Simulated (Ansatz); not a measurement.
Isolated molecules relaxed with PBE0-D4/def2-TZVP in Ansatz; ΔE leaves out vibrations. CBS: MP2 limit from def2 TZ/QZ plus the TZ coupled-cluster correction, frozen cores. Functionals use def2-TZVPP. For Ga, Se outer-core shells are correlated without core-valence functions, which leaves a few kJ/mol of doubt a bond. Scalar relativity is left out up to krypton.

`[AlH2][Se][SiH3]` + `[OH][GaH2]` → `[AlH2][O][GaH2]` + `[SiH3][SeH]`  (ligand exchange at the Al–Se bond)

`[AlH2][Se][SiH3]`:

Z-matrix (Å, degrees):
```
Si
Se 1 2.284
H 1 1.484 2 111.0
H 1 1.484 2 111.1 3 -121.7
H 1 1.484 2 106.5 3 119.1
Al 2 2.311 1 94.8 3 60.9
H 6 1.579 2 117.5 1 180.0
H 6 1.583 2 118.3 1 -0.0
```

`[OH][GaH2]`:

Cartesian coordinates in Å:
```
O 0.740 -0.847 -0.601
Ga -0.172 0.289 0.435
H 0.446 -0.867 -1.514
H -1.324 1.110 -0.234
H 0.310 0.316 1.914
```

`[AlH2][O][GaH2]`:

Cartesian coordinates in Å:
```
Al 1.078 -0.797 1.031
O 0.011 -0.010 0.009
Ga -1.116 0.825 -1.068
H 2.361 -0.019 1.540
H 0.765 -2.292 1.452
H -2.278 1.599 -0.369
H -0.822 0.693 -2.596
```

`[SiH3][SeH]`:

Cartesian coordinates in Å:
```
Si 0.486 0.090 -0.295
Se -0.807 -0.263 1.548
H 0.404 -1.050 -1.243
H 1.868 0.214 0.228
H 0.096 1.335 -1.001
H -2.047 -0.327 0.762
```

```
           species  PBE-QIDH energy (Eh)
`[AlH2][Se][SiH3]`           -2935.53078
      `[OH][GaH2]`           -2001.24554
 `[AlH2][O][GaH2]`           -2244.11869
     `[SiH3][SeH]`           -2692.66368
```

Task: Work out ΔE.

Result: ΔE = (-2244.11869) + (-2692.66368) − (-2935.53078) − (-2001.24554) = -0.00605 Eh = -3.8 kcal/mol. CCSD(T)/CBS gives -4.3 kcal/mol.

Task: What do rigid-rotor, harmonic-oscillator terms from PBE0-D4/def2-TZVP frequencies (298.15 K, 1 bar) make of the CCSD(T)/CBS value? (Best estimate.)

Result: Computed: ΔZPE = -2.1 kcal/mol, ΔH = -6.2 kcal/mol, ΔS = 7 J/(mol·K), ΔG = -6.7 kcal/mol.

Largest T1 diagnostic among the species: 0.015.

The D4 term adds +0.9 kcal/mol with B3LYP and +0.5 kcal/mol with PBE0; it sums over pairs of atoms, weighted by their polarisabilities, and B3LYP, whose exchange is more repulsive, gets the larger term. At CCSD(T), def2-SVP lies −3.7 kcal/mol from the extrapolated value and def2-TZVPP −1.4 kcal/mol. In def2-TZVPP, CCSD(T) changes the Hartree–Fock value by +2.8 kcal/mol (the triples alone add +0.7 kcal/mol) and MP2 by +3.4 kcal/mol.

B3LYP here is the variant with VWN-RPA as its local correlation; programs differ in this.
